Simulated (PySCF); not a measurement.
# Bond curve of HgO⁻

Set-up: Hg def2-SVPD with ECP60, O def2-SVPD; scalar-relativistic core potentials (PySCF 2.14). Energies in eV from Hg + O⁻ in their ground configurations at the same level. State: ²Σ⁺ (doublet), unpaired electrons σ ↑.

```tsv
R (Å)	BLYP	CAM-B3LYP	M06-2X	PW91
1.855	-0.3680	-0.3440	-0.2843	-0.721
1.941	-0.6685	-0.6048	-0.5461	-0.976
2.028	-0.8168	-0.7340	-0.6701	-1.084
2.092	-0.8644	-0.7790	-0.7158	-1.105
2.157	-0.8770	-0.7963	-0.7452	-1.094
2.222	-0.8666	-0.7951	-0.7671	-1.063
2.308	-0.8311	-0.7747	-0.7818	-1.005
2.416	-0.7695	-0.7311	-0.7746	-0.919
2.545	-0.6877	-0.6652	-0.7361	-0.815
2.718	-0.5826	-0.5706	-0.6562	-0.689
```

Q: Put a parabola through the three lowest points of the BLYP curve and estimate Re, k and ωe (reduced mass 14.82 u; 1 eV/Å² = 0.16022 mdyn/Å; ωe = 1302.8·√(k/μ) cm⁻¹).

A: Through R = 2.092, 2.157, 2.222 Å the second-order coefficient is 2.72 eV/Å², so Re ≈ 2.160 Å, k ≈ 0.872 mdyn/Å and ωe ≈ 316 cm⁻¹. A polynomial fit of higher order to the unrounded BLYP energies gives Re = 2.155 Å, k = 0.879 mdyn/Å, ωe = 317 cm⁻¹; anharmonicity and rounding make the difference.

The higher-order fit for each curve: BLYP: Re = 2.155 Å, ωe = 317 cm⁻¹, De = 0.88 eV; CAM-B3LYP: Re = 2.183 Å, ωe = 261 cm⁻¹, De = 0.80 eV; PW91: Re = 2.098 Å, ωe = 365 cm⁻¹, De = 1.11 eV. M06-2X gives no reliable minimum on this grid.

Spin–orbit coupling is left out, which matters for elements this heavy, above all for dissociation energies. For an ion De counts to the pair picked by the measured ionisation energies or electron affinities, which need not be the lowest pair at this level. The highest Kohn–Sham level is positive in this anion. Much of that is self-interaction error, but it also means that the finite basis helps to hold the extra electron. The state is the lowest determinant that a PBE0 search found; another state may lie lower at other levels.
